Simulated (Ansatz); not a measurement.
`C[SiH2][SiH](O)O` → `[CH2]` (triplet) + `O[SiH](O)[SiH3]`  (formal loss of a carbene)

Isolated molecules relaxed with PBE0-D4/def2-TZVP in Ansatz; ΔE leaves out vibrations. CBS: MP2 limit from def2 TZ/QZ plus the TZ coupled-cluster correction, frozen cores. This one scheme is used for every species. Functionals use def2-TZVPP. B3LYP here is the variant with VWN-RPA as its local correlation; programs differ in this. Triplets are unrestricted, without spin–orbit coupling. Each species was taken in one conformer, which may not be the lowest.

| level | ΔE (kJ/mol) | difference from CCSD(T)/CBS |
| --- | --- | --- |
| PBE-D4 | 479.6 | 6.3 |
| B3LYP-D4 | 465.6 | -7.7 |
| ωB97X-V | 482.2 | 8.9 |
| B2PLYP | 462.7 | -10.6 |
| PBE | 472.7 | -0.6 |
| PBE0 | 465.2 | -8.1 |
| B3LYP | 454.6 | -18.7 |
| MP2/def2-TZVPP | 475.8 | 2.5 |
| SCS-MP2/def2-TZVPP | 473.7 | 0.4 |
| CCSD/def2-TZVPP | 449.0 | -24.3 |
| CCSD(T)/def2-TZVPP | 460.5 | -12.8 |
| HF/def2-QZVPP | 321.2 | -152.1 |
| SCS-MP2/def2-QZVPP | 482.5 | 9.2 |
| HF/CBS(def2) | 321.2 | -152.1 |
| MP2/CBS(def2) | 488.6 | 15.3 |
| CCSD/CBS(def2) | 461.8 | -11.5 |
| CCSD(T)/CBS | 473.3 | 0 |

Largest T1 diagnostic among the species: 0.013.

In def2-TZVPP, CCSD(T) changes the Hartree–Fock value by +139.4 kJ/mol (the triples alone add +11.5 kJ/mol) and MP2 by +154.7 kJ/mol. From PBE to PBE0 (25 % exact exchange), in def2-TZVPP and without D4, ΔE moves by −7.5 kJ/mol. The D4 term adds +11.0 kJ/mol with B3LYP and +6.1 kJ/mol with PBE0; it sums over pairs of atoms, weighted by their polarisabilities, and B3LYP, whose exchange is more repulsive, gets the larger term.

CCSD(T)/CBS has its own doubt, a few kJ/mol and more with outer-core shells, so smaller differences from it don't rank the levels.
